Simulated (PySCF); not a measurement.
# Ionisation energy of Sc⁺ by level of theory

Sc⁺ [Ar] 3d1 4s1 (3D) → Sc²⁺ [Ar] 3d1 (2D), as a difference of total energies. Calculation: PySCF 2.14, in x2c-TZVPPall (6s5p4d2f1g, 64 functions); the spin-free X2C one-electron Hamiltonian (Gaussian nucleus). Correlated levels: valence: [Ar] frozen; valence and next inner shell: [Ne] frozen. The calculations carry no spin-orbit coupling.

```tsv
method	ionisation energy (eV)
UHF	12.227
LDA	13.269
PBE	13.110
PBE0	12.939
TPSS	12.818
M06-2X	12.763
PW91	13.148
B97-3	12.684
MP2 (valence)	12.309
SCS-MP2 (valence)	12.254
MP2 (valence and next inner shell)	12.768
SCS-MP2 (valence and next inner shell)	12.643
```

**Question.** How much does correlation contribute at MP2 (valence and next inner shell)?

**Answer.** 12.768 − (12.227) = 0.541 eV, measured against UHF.

Errors of the correlated levels include the incompleteness of this basis and the frozen core.

For comparison: 12.800 eV (measured; NIST Atomic Spectra Database, ionization energies).
